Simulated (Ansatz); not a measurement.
ethylenediamine (C2H8N2), singlet, geometry from GFN2-xTB; Ansatz (an electronic-structure program) with MP2/STO-3G.

The Ansatz input:
Ansatz 0.2 input:
```yaml
crystal:
  periodic: [false, false, false]
  atoms:
    - {symbol: N, position_ang: [1.80389178, 0.38626777, -0.22442841]}
    - {symbol: C, position_ang: [0.55694421, 0.17700189, 0.49221348]}
    - {symbol: C, position_ang: [-0.55492179, -0.18446869, -0.49175578]}
    - {symbol: N, position_ang: [-1.75934788, -0.55072401, 0.23450925]}
    - {symbol: H, position_ang: [2.55231782, 0.59994733, 0.42532920]}
    - {symbol: H, position_ang: [1.71475544, 1.17096056, -0.86238442]}
    - {symbol: H, position_ang: [0.23886758, 1.05364064, 1.08495630]}
    - {symbol: H, position_ang: [0.69696335, -0.65910161, 1.18080159]}
    - {symbol: H, position_ang: [-0.23414157, -1.04963774, -1.07605929]}
    - {symbol: H, position_ang: [-0.70278446, 0.65914184, -1.18994644]}
    - {symbol: H, position_ang: [-2.49325710, -0.81799969, -0.41196303]}
    - {symbol: H, position_ang: [-2.09666295, 0.23904307, 0.77595401]}
basis:
  gaussian:
    orbitals: STO-3G
magnetization: {spin_polarized: false}
correlation: {method: mp2}
```

Q: Write the output that Ansatz gives for this input, abridged.

A: 
```
Functional definition: HF
396 factors; integrals over basis functions are off by at most 2.9e-5 eV
mean field evaluation 1: about -5084.8505 eV, gradient 1.9e1 eV
mean field evaluation 2: about -5085.1268 eV, gradient 1.9e1 eV
mean field evaluation 4: about -5086.3266 eV, gradient 1.1e0 eV
mean field evaluation 8: about -5086.3329 eV, gradient 3.6e-6 eV
mean field -5086.33292079 eV, -186.9192871989 hartree, gradient 5.7e-7 eV, S^2 0.000000; 0 other end points of the search recorded, 0 dependent functions left out
4 core orbitals not correlated
reference -5086.33292079 eV, -186.9192871989 hartree; 13, 13 occupied and 11, 11 virtual orbitals, 396 factors
second order -5.15315614 eV of doubles, -0.00000000 eV of singles
Total energy: -5091.48607693 eV, -187.1086621941 hartree
```
